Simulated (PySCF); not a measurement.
IrO₄, SMILES [O]=[Ir+](=[O])(=[O])=[O], charge +1, multiplicity 1. Atoms are numbered in the order given.

```xyz
5

Ir     0.0000     0.0000     0.0000
O     -0.9706     0.9706    -0.9706
O      0.9706     0.9706     0.9706
O      0.9706    -0.9706    -0.9706
O     -0.9706    -0.9706     0.9706
```
Charge +1, spin multiplicity 1.

Coordinates come from a PBE0-D3(BJ)/def2-SVP optimisation. The spin state was assumed, not searched. The def2 effective core potentials stand for the cores of Ir; spin–orbit coupling is left out.

These are PBE/def2-TZVP in PySCF values and carry that method's errors.

Symmetry labels are those of the subgroup D2 that the program uses (full group Td).

Computed valence orbital energies around the gap with their symmetry:
| orbital | symmetry | energy (eV) |
|---|---|---|
| HOMO−7 | B3 | -21.18 |
| HOMO−6 | A | -18.50 |
| HOMO−5 | B1 | -16.93 |
| HOMO−4 | B2 | -16.93 |
| HOMO−3 | B3 | -16.93 |
| HOMO−2 | B1 | -16.19 |
| HOMO−1 | B2 | -16.19 |
| HOMO | B3 | -16.19 |
| LUMO | A | -12.87 |
| LUMO+1 | A | -12.87 |
| LUMO+2 | B1 | -10.76 |
| LUMO+3 | B2 | -10.76 |
